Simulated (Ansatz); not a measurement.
A nudged elastic band was laid between two geometries of AlClFH3O (7 atoms, charge 0, multiplicity 1).

Method: RHF/def2-SVP (Ansatz 0.2.0).

```yaml
movable_images: 4
climbing_image: no
spring: 5.0 eV/Å²
optimiser: quadratic models (default)
start_path: through a guess of the saddle point
force_threshold: 0.05 eV/Å
iteration_limit: 60
end_points: relaxed
```

Initial state:

```xyz
7
Properties=species:S:1:pos:R:3
Al -0.001 -0.259 0.209
H -0.022 -1.201 1.457
O 1.298 -0.154 -0.861
H 2.157 -0.535 -0.864
Cl -1.879 0.377 -0.617
F 0.114 1.603 1.117
H -0.598 2.093 0.812
```

Final state:

```xyz
7
Properties=species:S:1:pos:R:3
Al 0.043 0.724 -0.285
H -0.153 -0.410 1.775
O 1.463 -0.112 -0.532
H 1.708 -0.872 -1.027
Cl -1.774 0.105 -1.110
F 0.092 2.200 0.436
H -0.309 0.288 1.995
```

Question: Which bonds break or form, and what moves?

Answer: Bonds broken: Al1–H2, F6–H7. Bonds formed: H2–H7. AlClFH3O becomes AlClFHO + H2.

Question: Give the energies along the band, and the barrier.

Answer: It converged. The highest image is number 1 of 0 to 5, 2.6 kcal/mol above the first end and 25.9 kcal/mol above the last; the last end lies 23.4 kcal/mol below the first. The profile has 2 maxima (images 1, 3) with wells between them (image 2): this band takes more than one step, which may be the mechanism or a detour left from its start path. No image climbed, so the highest image needn't sit at the top of the path. A band with more images between the same ends climbed to 0.72 eV, so this one has probably stepped over the top. The orbitals stay closed-shell, which can raise the energy where a bond breaks towards radicals; this wasn't checked here.

```tsv
image	path coordinate (Å)	energy (kcal/mol)	Al1–H2 (Å)	F6–H7 (Å)	H2–H7 (Å)
0	0.00	0.0	1.56	0.92	3.41
1	1.15	2.6	1.57	0.91	2.78
2	2.31	1.4	1.56	0.91	3.04
3	3.46	2.1	1.57	0.91	2.30
4	4.62	1.3	1.87	1.56	0.90
5	5.77	-23.4	2.36	2.50	0.75
```

Question: What is the geometry of the highest image?

Answer: 
```xyz
7
Properties=species:S:1:pos:R:3:forces:R:3
Al -0.099 -0.216 0.040 -0.01 0.00 -0.01
H -0.150 -0.851 1.479 0.01 0.01 0.00
O 1.274 -0.242 -0.933 0.02 0.01 -0.02
H 2.175 -0.467 -0.793 0.01 -0.02 0.00
Cl -1.947 0.046 -0.965 -0.01 0.01 0.02
F 0.090 1.734 0.805 0.01 -0.02 0.00
H -0.273 1.920 1.619 -0.03 0.01 0.00
```

Run time: 110 s on 1 thread of Arm Neoverse V1, on a shared host, peak memory 0.14 GiB.
